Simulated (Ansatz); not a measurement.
Sn₅Cl₄⁺. The state is a doublet with charge 1. Geometry PBE-D4/def2-SVP; atoms count from 1.

```xyz
9

Sn    2.2410   -1.1601   -0.9573
Sn    1.1828    1.6203   -1.0809
Sn   -1.3804   -1.0291    2.1268
Sn    0.8349    3.1591    1.2475
Sn   -1.1287    0.3162   -2.4309
Cl   -2.3855   -0.4634   -0.1921
Cl    0.8909   -1.9017    1.2398
Cl    0.3026   -1.9088   -2.6037
Cl   -0.5576    1.3675    2.6507
```

In the def2 sets Sn takes a core potential; there is no spin–orbit coupling. Another isomer (doublet) lies 0.16 eV lower at PBE0-D4/def2-SVP; other spin states weren't run for this one.

**Question.** Estimate the Mulliken populations from the PBE0/def2-SVP orbitals of Ansatz.

**Answer.** 
```tsv
atom	charge (e)	spin (α − β)
Sn1	0.64	0.04
Sn2	-0.36	0.83
Sn3	0.86	-0.01
Sn4	0.56	0.05
Sn5	0.64	0.04
Cl6	-0.34	0.01
Cl7	-0.34	0.01
Cl8	-0.32	0.01
Cl9	-0.34	0.02
```
Mulliken values depend strongly on the basis.

**Question.** Where does the spin sit?

**Answer.** Summed by element: Sn 0.95, Cl 0.05, of 1 unpaired in all. Largest on single atoms: Sn2 0.83, Sn4 0.05, Sn1 0.04.

**Question.** And the Mayer bond orders between heavy atoms (over 0.3)?

**Answer.** Sn1–Sn2 0.79 (2.98 Å); Sn1–Cl7 0.45 (2.68 Å); Sn1–Cl8 0.55 (2.65 Å); Sn2–Sn4 1.14 (2.81 Å); Sn2–Sn5 0.79 (2.98 Å); Sn3–Cl6 0.61 (2.59 Å); Sn3–Cl7 0.61 (2.59 Å); Sn3–Cl9 0.60 (2.59 Å); Sn4–Cl9 0.47 (2.67 Å); Sn5–Cl6 0.45 (2.68 Å); Sn5–Cl8 0.55 (2.65 Å).
